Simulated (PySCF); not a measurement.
## Relaxation of singlet Hg2H2

Level of theory: PySCF, PBE0, basis Hg def2-TZVP with ECP60, H def2-TZVP (scalar-relativistic core potentials, no spin–orbit coupling, density fitting). A (50,194) grid was used.

A start displaced from a saddle point along its imaginary mode, of C2v symmetry, held to at least that symmetry:

```xyz
4
charge 0 multiplicity 1, angstrom
Hg    1.4538    0.0000    0.0000
Hg   -1.4526    0.0000    0.0000
H    -0.1200    1.3785    0.0000
H    -0.1200   -1.3785    0.0000
```

Optimiser trace:
```csv
step,E − E(last) (kJ/mol),largest gradient (Eh/bohr)
0,207.27,0.00457
1,206.35,0.00513
2,205.15,0.00586
3,203.51,0.00677
4,201.25,0.00789
5,198.15,0.00921
6,193.86,0.01075
7,187.97,0.01246
8,179.99,0.01437
9,169.41,0.01647
10,155.92,0.01848
11,139.60,0.02012
12,121.14,0.02110
13,101.70,0.02112
14,27.23,0.01835
15,11.87,0.01222
16,9.10,0.01418
17,6.01,0.00736
18,2.66,0.00403
19,0.85,0.00176
20,0.26,0.00076
21,0.06,0.00037
22,0.00,0.00006
```

It ends at C2v with Hg–H 1.649 Å (×2), Hg–Hg 3.483 Å; H–Hg–H 178.8°, H–Hg–Hg 90.6° (×2). A frequency run shows a minimum. Other isomers or separated fragments may lie lower.

Final geometry:
Z-matrix (Å, degrees; charge 0 multiplicity 1):
```
Hg
Hg 1 3.4831
H  2 1.6493 1 90.58
H  2 1.6493 1 90.58 3 180.00
```

With an element this heavy the missing spin–orbit coupling can shift these numbers.
